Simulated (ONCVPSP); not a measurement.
# Bi, ONCV: configuration errors across variants

ONCVPSP 4.0.1 input, shortened (lines: element, Z, core and valence counts, functional; n l f; lmax; l rc ep ncon nbas qcut; lloc lpopt rc5 dvloc0; l nproj debl; icmod fcfact rcfact), LDA (Perdew-Wang 92), scalar-relativistic:

```
  Bi 83.00   10    5  -001012      upf
    1    0    2.00
    2    0    2.00
    2    1    6.00
    3    0    2.00
    3    1    6.00
    3    2   10.00
    4    0    2.00
    4    1    6.00
    4    2   10.00
    4    3   14.00
    5    0    2.00
    5    1    6.00
    5    2   10.00
    6    0    1.75
    6    1    3.25
    2
    0    1.15    0.00    4    8    9.70
    1    1.65    0.00    4    8    6.80
    2    1.80    0.00    4    9    6.90
    4    5    0.75    3.00
    0    2    3.90
    1    2    0.40
    2    2    0.90
    3    4.25    1.65
```

In the d channel the program set the typed energies aside and used -1.014, 0.250 Ha.

All-electron excitation energies from the reference (eV): (1) 5s2 5p6 5d10 6s2 6p3 -2.509; (2) 5s2 5p6 5d10 6s2 6p2 5.639; (3) 5s2 5p6 5d10 6s2 6p1 21.198; (4) 5s2 5p6 5d10 6s1 6p0 90.821.

3 further variants failed, have other tests or another functional or relativity, and are left out.

A true bound ghost makes a file unfit for plane-wave use even where its test errors are small: the radial tests pick states by their node count and pass the ghost by.

Errors AE − PS in meV (a dash: test not solved or not reliable):

```csv
change,(1),(2),(3),(4),bound ghosts,GHOST(+) flags above zero
base,+0.2,-3.5,-12,-53,s,"p, d"
"core correction Teter function, fcfact 7.7, rcfact 1.65",+0.2,-3.6,-12,-56,s,"p, d"
"local potential polynomial inside 0.90 bohr (lpopt 5, dvloc0 0 Ha)",+0.3,-3.3,-12,-54,none,"s, p, d"
"p: ncon 5, nbas 9",+0.2,-3.5,-12,-53,s,"p, d"
"core correction Teter function, fcfact 4.25, rcfact 1.92",+0.1,-3.7,-13,-70,s,"p, d"
"core correction Teter function, fcfact 2, rcfact 1.35",+0.2,-3.5,-12,-50,s,"p, d"
"all radii but the core radius scaled by about 1.22 (s 1.40, p 2.02, d 2.20 bohr); local potential polynomial inside 0.92 bohr (lpopt 5, dvloc0 3 Ha)",+0.3,-3.5,-12,-70,none,s
```

(1) Give the same row for: p: nproj 4.

## Answers

(1) +0.2, -3.6, -12, -54; bound ghosts: s; GHOST(+) flags above zero: p, d.
